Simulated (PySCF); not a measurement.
Sc⁺ (scandium, charge +1): UHF calculation

Configuration: [Ar] 3d2, high-spin 3F determinant (an excited configuration). Calculation: PySCF 2.14, in aug-cc-pVTZ (8s7p5d3f2g, 93 functions); no relativity, point nucleus.

```
Total energy                                     : -759.514686 hartree
One-electron energy                              : -1038.3157 hartree
Hartree (Coulomb) energy                         : 316.9518 hartree
Exchange energy                                  : -38.1507 hartree
Kinetic energy                                   : 759.45425 hartree
⟨S²⟩                                             : 2.0027
⟨L²⟩                                             : 12.038
Sum of ⟨r⟩                                       : 15.73 bohr
Sum of ⟨r²⟩                                      : 22.75 bohr²
Density at the nucleus (Gaussians lack the cusp) : 6130 bohr⁻³
Spin density at the nucleus                      : -0.356 bohr⁻³
Langevin diamagnetic susceptibility              : -18.0 ×10⁻⁶ cm³/mol
```

```tsv
shell	electrons	mean orbital energy (hartree)	rms radius, mean of both spins (bohr)
1s β	1	-165.98346	0.0852
1s α	1	-165.98223	0.0852
2s α	1	-19.14122	0.373
2s β	1	-19.12173	0.373
2p α	3	-15.73475	0.341
2p β	3	-15.71505	0.341
3s α	1	-2.67754	1.17
3s β	1	-2.58384	1.17
3p α	3	-1.71989	1.30
3p β	3	-1.59841	1.30
3d α	2	-0.45967	2.11
```

Spin-orbit constants ζ (cm⁻¹) from the X2C one-electron operator on these orbitals (non-relativistic here): bare nucleus, nucleus screened by l(l+1)(2l+1)/3 electrons, and screened by the Breit-Pauli mean field of the electrons.

```tsv
shell	bare	screened nucleus	mean field
2p	26210	23720	22560
3p	2605	2357	2222
3d	145.8	76.36	62.25
```

To first order the Landé constant is A = 31.13 cm⁻¹, so the lowest level has J = 2 and lies 0.0154 eV below the centre of the term. This holds in LS coupling only.
